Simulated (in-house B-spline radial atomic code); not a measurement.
Inner levels of tungsten as electrons are removed. A shift is the extra binding of the orbital against the neutral atom ([Xe] 4f14 5d4 6s2). The density at the nucleus is averaged over the nuclear charge. Computed with a B-spline radial code for spherical atoms: Dirac-Hartree-Fock, average of the configuration, finite nuclei.

```csv
ion,configuration,shift of 1s1/2 (eV),radius of 1s1/2 (bohr),Σ<r²> (bohr²),change of density at nucleus (bohr⁻³)
W54+,[Ar] 3d2,3734.68,0.018344,0.43605,-2865.42
W55+,[Ar] 3d1,3915.86,0.018344,0.40013,-2144.34
W56+,[Ne] 3s2 3p6,4099.45,0.018344,0.36522,-1409.66
W57+,[Ne] 3s2 3p5,4292.25,0.018342,0.32319,-1001.13
W58+,[Ne] 3s2 3p4,4487.05,0.018339,0.28197,-591.04
W59+,[Ne] 3s2 3p3,4683.85,0.018337,0.24154,-179.53
W60+,[Ne] 3s2 3p2,?,?,?,?
W61+,[Ne] 3s2 3p1,5083.43,0.018332,0.16297,647.24
W62+,[Ne] 3s2,5286.21,0.018329,0.12481,1062.27
W63+,[Ne] 3s1,5481.74,0.018328,0.086119,-19997.5
W64+,[He] 2s2 2p6,?,?,?,?
W65+,[He] 2s2 2p5,6151.63,0.018316,0.041968,-40688.1
W66+,[He] 2s2 2p4,6629.27,0.018304,0.036046,-39918.2
W67+,[He] 2s2 2p3,7111.84,0.018292,0.030274,-39162.1
W68+,[He] 2s2 2p2,7599.36,0.01828,0.024647,-38421
W69+,[He] 2s2 2p1,?,?,?,?
W70+,[He] 2s2,8589.21,0.018256,0.013814,-36986.8
W71+,[He] 2s1,9039.97,0.018254,0.0073087,-120840
W72+,1s2,9494.11,0.018246,0.00091435,-206289
W73+,1s1,10913,0.018138,0.00045155,-750513
```

Question: Fill in the row of W60+.

Answer: shift of 1s1/2 (eV): 4882.64; radius of 1s1/2 (bohr): 0.018335; Σ<r²> (bohr²): 0.20188; change of density at nucleus (bohr⁻³): 233.27.

Question: Fill in the row of W64+.

Answer: shift of 1s1/2 (eV): 5678.93; radius of 1s1/2 (bohr): 0.018327; Σ<r²> (bohr²): 0.048045; change of density at nucleus (bohr⁻³): -41471.1.

Question: Fill in the row of W69+.

Answer: shift of 1s1/2 (eV): 8091.81; radius of 1s1/2 (bohr): 0.018268; Σ<r²> (bohr²): 0.019162; change of density at nucleus (bohr⁻³): -37695.5.
